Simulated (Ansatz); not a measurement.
Hg₆Se₆⁻, relaxed as a doublet with UKS PBE-D4/def2-SVP in Ansatz, starting from the PBE-D4/def2-SVP geometry of the neutral singlet. Force threshold 0.03 eV/Å.

In the def2 sets Hg takes a core potential; there is no spin–orbit coupling.

Start:

```xyz
12

Se   -1.509   -2.883    0.613
Hg   -1.237   -0.759    2.020
Hg    1.569   -1.929   -0.003
Se    2.004   -1.117    2.388
Se   -1.214    1.751    2.535
Hg    1.767    1.185    1.288
Hg   -1.767   -1.185   -1.288
Se    1.214   -1.751   -2.535
Se   -2.004    1.117   -2.388
Hg   -1.569    1.929    0.003
Hg    1.237    0.759   -2.020
Se    1.509    2.883   -0.613
```

(1) Estimate the energy that the relaxation releases and the steps that it takes.

(2) Does the start keep its bonding and symmetry?

(3) Predict the relaxed structure.

Answers

(1) 16.0 kJ/mol, in 7 steps; 23 s on 2 threads of AMD EPYC 7R13 on a shared host and a share (18 GiB) of an NVIDIA H100 80GB HBM3. The force fell under the threshold at step 5, but the optimiser went on. No frequencies were taken in this run, so the end may be a saddle point.

(2) By distances, no bond broke or formed. The bond that changes most is Se9–Hg10, from 2.56 to 2.59 Å (atoms count from 1). Point group D3d at the start, D3d at the end, both within 0.05 Å.

(3) 
```xyz
12

Se   -1.460   -2.884    0.606
Hg   -1.184   -0.809    2.134
Hg    1.539   -2.059    0.018
Se    1.955   -1.118    2.396
Se   -1.165    1.752    2.528
Hg    1.750    1.264    1.396
Hg   -1.750   -1.264   -1.396
Se    1.165   -1.752   -2.528
Se   -1.955    1.118   -2.397
Hg   -1.539    2.059   -0.018
Hg    1.184    0.809   -2.133
Se    1.460    2.884   -0.606
```
Bond lengths (bridged metal pairs left out): 12 × Hg–Se 2.59 Å.
